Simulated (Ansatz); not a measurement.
(1) Predict a relaxed structure of GeCl₂, charge 0, singlet, at PBE-D4/def2-TZVP (Ansatz).

Results:

(1) 
```
atom    x (Å)    y (Å)    z (Å)
 Ge1  -0.0640  -0.3723   0.8604
 Cl2  -1.1104  -0.9313  -0.9988
 Cl3   1.1744   1.3037   0.1384
```
Point group C2v (tolerance 0.1 Å). This is one stationary point.
